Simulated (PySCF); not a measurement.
## Co³⁺ (cobalt, charge +3) across methods

[Ar] 3d6, high-spin 5D determinant. Computed with PySCF 2.14 in aug-cc-pV5Z (10s9p7d5f4g3h2i, 202 functions), with no relativity, point nucleus.

```csv
method,E (hartree),mean ε 3p β (eV),mean ε 3d α (eV),mean ε 3d β (eV),Σ⟨r²⟩ (bohr²),⟨S²⟩
PBE0,-1380.366,-103.76,-50.290,-45.763,13.02,6.001
LDA,-1377.950,-100.25,-47.465,-43.066,13.13,6.001
PBE,-1380.307,-100.09,-47.211,-43.136,13.11,6.001
r2SCAN,-1380.560,-101.05,-47.753,-43.278,13.01,6.002
```

(1) Estimate the same row for UHF.

Results:

(1) E (hartree) = -1379.45673; mean ε 3p β (eV) = -113.17; mean ε 3d α (eV) = -58.663; mean ε 3d β (eV) = -52.469; Σ⟨r²⟩ (bohr²) = 12.87; ⟨S²⟩ = 6.003.
